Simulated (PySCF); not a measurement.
C₅H₈B₂O.
Z-matrix (Å and degrees, PBE0-D3(BJ)/def2-SVP geometry), rows numbered from 1:
```
B 
C   1  1.5526
B   2  1.5730  1  102.95
C   3  1.5240  2  122.24  1   -88.77
C   4  1.3838  3  132.01  2   179.01
C   5  1.4156  4  107.67  3   179.78
C   6  1.3722  5  105.11  4    -0.02
O   7  1.3289  6  111.21  5    -0.07
H   1  1.2112  2  121.02  3   -86.35
H   1  1.2105  2  120.54  3    90.61
H   2  1.1009  1  111.13  3  -116.67
H   2  1.1007  1  111.32  3   116.09
H   3  1.2103  2  121.17  1    89.04
H   5  1.0885  4  124.84  3    -0.35
H   6  1.0877  5  128.28  4   179.90
H   7  1.0886  6  132.25  5  -179.96
```

Method used: delta-SCF UKS SCAN, pcX-2 on the ionised atom, pcseg-1 elsewhere, spin-free X2C (PySCF). Every row has its own mixed basis.

```json
{"ionised atom": "B3", "basis functions": "183", "E(ground) (Eh)": "-320.17376", "E(ionised) (Eh)": "-313.00842"}
{"ionised atom": "C2", "basis functions": "183", "E(ground) (Eh)": "-320.17902", "E(ionised) (Eh)": "-309.54019"}
{"ionised atom": "C4", "basis functions": "183", "E(ground) (Eh)": "-320.18438", "E(ionised) (Eh)": "-309.48433"}
{"ionised atom": "C5", "basis functions": "183", "E(ground) (Eh)": "-320.18248", "E(ionised) (Eh)": "-309.50086"}
{"ionised atom": "C6", "basis functions": "183", "E(ground) (Eh)": "-320.18289", "E(ionised) (Eh)": "-309.50058"}
{"ionised atom": "C7", "basis functions": "183", "E(ground) (Eh)": "-320.18478", "E(ionised) (Eh)": "-309.45661"}
{"ionised atom": "O8", "basis functions": "183", "E(ground) (Eh)": "-320.20761", "E(ionised) (Eh)": "-300.36386"}
```

Problem. What are the 1s binding energies?

Solution. E(ionised) − E(ground), at 27.2114 eV a hartree:

```csv
atom,environment,difference (Eh),binding energy (eV)
B3,three-coordinate boron,7.16534,194.98
C2,sp3 carbon bound to boron,10.63883,289.50
C4,substituted aromatic carbon,10.70005,291.16
C5,aromatic CH carbon,10.68162,290.66
C6,aromatic CH carbon,10.68231,290.68
C7,aromatic CH next to a ring oxygen,10.72817,291.93
O8,furan-type oxygen,19.84375,539.98
```

Problem. How much do the ground-state energies differ, and what would follow from using one of them for all holes?

Solution. They run from -320.2076 Eh (core basis on O8) to -320.1738 Eh (on B3), 0.0338 Eh or 0.92 eV apart, for one and the same state in different bases and grids. Pairing the ion of B3 with the ground state of O8 would put its binding energy 0.92 eV too high.

Only 1s holes are shown. Spin contamination (⟨S²⟩ against 0.75 for a pure doublet) is marked for B 1s of B3 (0.98), which makes this value less certain. Isolated species at its PBE0-D3(BJ)/def2-SVP geometry (one conformer only).
